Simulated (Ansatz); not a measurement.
C5H5N3O3Si⁺, that is SiEt(NCO)3 with one electron fewer. Charge 1, multiplicity 2. Geometry r2SCAN-D4/def2-SVP, that of the neutral singlet; atoms count from 1.

```xyz
17

Si    0.036    0.339   -0.404
C     0.434    0.251    1.402
C     0.065   -1.084    2.058
H    -0.087    1.091    1.896
H     1.514    0.460    1.513
H     0.320   -1.087    3.129
H    -1.014   -1.288    1.973
H     0.599   -1.925    1.589
N    -1.642    0.111   -0.664
C    -2.801   -0.089   -0.918
O    -3.932   -0.279   -1.152
N     0.874   -0.881   -1.267
C     1.403   -1.738   -1.924
O     1.927   -2.574   -2.555
N     0.479    1.857   -1.056
C     0.770    2.906   -1.567
O     1.057    3.931   -2.054
```

Estimate the Mulliken populations from the PBE0/def2-TZVP orbitals of Ansatz.


| atom | charge (e) | spin (α − β) |
| --- | --- | --- |
| Si1 | 0.38 | -0.03 |
| C2 | -0.26 | 0.06 |
| C3 | -0.38 | 0.01 |
| H4 | 0.17 | 0.00 |
| H5 | 0.17 | 0.00 |
| H6 | 0.19 | 0.02 |
| H7 | 0.15 | 0.00 |
| H8 | 0.15 | 0.00 |
| N9 | -0.15 | 0.21 |
| C10 | 0.37 | -0.05 |
| O11 | -0.08 | 0.15 |
| N12 | -0.14 | 0.22 |
| C13 | 0.38 | -0.05 |
| O14 | -0.08 | 0.15 |
| N15 | -0.15 | 0.21 |
| C16 | 0.37 | -0.05 |
| O17 | -0.08 | 0.15 |
Mulliken values and Mayer orders depend strongly on the basis.

Where does the spin sit?

Summed by element: Si -0.03, C -0.09, H 0.03, N 0.65, O 0.44, of 1 unpaired in all. Largest on single atoms: N12 0.22, N15 0.21, N9 0.21.

And the Mayer bond orders between bonded heavy atoms (over 0.3)?

Si1–C2 1.02 (1.85 Å); Si1–N9 1.11 (1.71 Å); Si1–N12 1.10 (1.71 Å); Si1–N15 1.14 (1.71 Å); C2–C3 0.99 (1.53 Å); N9–C10 1.92 (1.20 Å); C10–O11 2.15 (1.17 Å); N12–C13 1.91 (1.20 Å); C13–O14 2.15 (1.17 Å); N15–C16 1.91 (1.20 Å); C16–O17 2.15 (1.17 Å).
